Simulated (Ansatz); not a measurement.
Consider the hydrogenolysis of the Si–F bond: `C=C1C[SiH]1F` + H₂ → `C=C1C[SiH2]1` + H–F.

Program: Ansatz. Geometries: PBE0-D4/def2-TZVP. ΔE: electronic, gas phase. CBS: MP2 limit from def2 TZ/QZ plus the TZ coupled-cluster correction, frozen cores. This one scheme is used for every species. DFT in def2-TZVPP. HSE06 is defined as in plane-wave codes.

`C=C1C[SiH]1F`:

Z-matrix (Å, degrees):
```
C
C 1 1.536
Si 1 1.839 2 63.6
H 1 1.090 2 114.9 3 112.4
H 1 1.090 2 117.2 3 -112.9
C 2 1.320 1 135.1 3 -180.0
F 3 1.594 1 120.3 2 107.3
H 3 1.474 1 122.8 2 -108.1
H 6 1.085 2 121.3 1 178.4
H 6 1.088 2 121.9 1 -1.2
```

H₂:

```xyz
2

H    -0.046   -0.366   -0.058
H     0.046    0.366    0.058
```

`C=C1C[SiH2]1`:

Cartesian coordinates in Å:
```
C -1.762 -0.128 -0.128
C -0.445 -0.048 -0.094
C 0.611 0.275 0.933
Si 1.236 -0.136 -0.779
H -2.370 0.069 0.753
H -2.290 -0.392 -1.038
H 0.747 -0.446 1.738
H 0.655 1.305 1.284
H 1.744 0.950 -1.645
H 1.872 -1.449 -1.024
```

H–F:

```xyz
2

F    -0.436    0.012   -0.147
H     0.436   -0.012    0.147
```

(1) Is it downhill or uphill in electronic energy at CCSD(T)/CBS, and by how much? (Best estimate.)

(2) What do these levels give: PBE0-D4, BHLYP-D4, B2PLYP, PBE, r2SCAN0, HSE06, RPA@PBE/def2-TZVPP, HF/def2-SVP, MP2/def2-TZVPP, HF/def2-QZVPP, HF/CBS(def2), MP2/CBS(def2)? (An estimate is asked.)

Largest T1 diagnostic among the species: 0.012.

Results:

(1) Ansatz gave: Uphill: ΔE = +103.6 kJ/mol.

(2) Computed: PBE0-D4 97.4, BHLYP-D4 109.6, B2PLYP 107.9, PBE 97.9, r2SCAN0 107.2, HSE06 96.2, RPA@PBE/def2-TZVPP 101.2, HF/def2-SVP 88.9, MP2/def2-TZVPP 106.0, HF/def2-QZVPP 109.4, HF/CBS(def2) 109.7, MP2/CBS(def2) 107.5 kJ/mol.

At CCSD(T), def2-SVP lies −15.7 kJ/mol from the extrapolated value and def2-TZVPP −1.5 kJ/mol. From r2SCAN to r2SCAN0 (25 % exact exchange), in def2-TZVPP and without D4, ΔE moves by −4.4 kJ/mol. Leaving LDA and LC-ωPBE aside and taking each functional with its dispersion term where it has one, the values, not all of them listed here, spread over 15.6 kJ/mol, from HSE06-D4 to B97M-V.
